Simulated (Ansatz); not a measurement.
BH8NSSi2, SMILES `BN[SiH]([SiH3])S` at its PBE0-D4/def2-TZVP geometry, where that method's forces vanish. The species carries charge 0 and has multiplicity 1.

```xyz
13

B    -0.0732    0.8120    1.9042
N     0.2238   -0.4717    1.4378
Si    0.4090   -0.9497   -0.2312
Si    0.2684    0.9181   -1.6284
S    -1.0317   -2.4255   -0.8079
H    -0.2132    1.6997    1.1092
H    -0.1869    1.0135    3.0784
H     0.3160   -1.2051    2.1288
H     1.6851   -1.6953   -0.3948
H     0.5548    0.4457   -3.0096
H    -1.1109    1.4719   -1.5880
H     1.2434    1.9792   -1.2659
H    -2.0844   -1.5927   -0.7326
```

(1) What forces (eV/Å) does ωB97M-V/def2-TZVPP give on these atoms in the Gaussian-basis code of Ansatz? (An estimate is asked.)

Answers

(1) The calculation gave: 
```
B1  -0.050  0.194  0.100
N2   0.015 -0.100  0.024
Si3  0.149 -0.011 -0.121
Si4 -0.005  0.066 -0.063
S5  -0.085  0.039  0.002
H6   0.018 -0.101  0.085
H7   0.014 -0.024 -0.145
H8  -0.005  0.040 -0.014
H9  -0.131  0.085  0.020
H10 -0.032  0.050  0.152
H11  0.150 -0.066  0.000
H12 -0.110 -0.125 -0.036
H13  0.070 -0.047 -0.004
```
